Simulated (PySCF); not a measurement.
## Two-component Hartree-Fock for Cr⁵⁺ (chromium, charge +5)

Start: [Ar] 3d1; 3d5/2 filled at m_j = +5/2. Calculated with PySCF 2.14 in an uncontracted even-tempered set (18 s from 0.2 bohr⁻², ratio 2.8; 12 p from 0.26 bohr⁻², ratio 2.8; 9 d from 0.26 bohr⁻², ratio 2.8; 4 f from 0.72 bohr⁻², ratio 3): generalised Hartree-Fock with the X2C-1e Hamiltonian and a Gaussian nucleus; one run each with spin-orbit coupling (SO) screened by Boettger's factors, then bare. This is a chosen level, not necessarily the ground level.

```tsv
spinor shell	electrons	ε, screened SO (eV)	ε, bare SO (eV)	weight of nominal j (bare SO)	rms radius, bare SO (bohr)
1s1/2	2	-6130.6	-6130.6	1.000	0.0734
2s1/2	2	-814.48	-814.48	1.000	0.316
2p1/2	2	-701.21	-701.78	0.997	0.285
2p3/2	4	-692.65	-692.39	0.999	0.288
3s1/2	2	-174.34	-174.35	1.000	0.921
3p3/2	4	-137.08	-137.06	0.890	0.971
3p1/2	2	-138.04	-138.09	0.780	0.965
3d5/2	1	-90.838	-90.800	1.000	1.04
```

```tsv
quantity	screened SO	bare SO
E (hartree)	-1043.47590	-1043.47695
M_J	5/2	5/2
⟨J²⟩	8.755	8.755
⟨L²⟩	6.005	6.005
⟨S²⟩	0.751	0.751
```

Each row is a mean over spinors that exchange with the open shell spreads, by up to 6.762 eV (3p3/2).

Rows whose weight is well below 1 are mixtures of j = l ± 1/2: exchange outweighs spin-orbit coupling there, and the label is only the starting occupation.
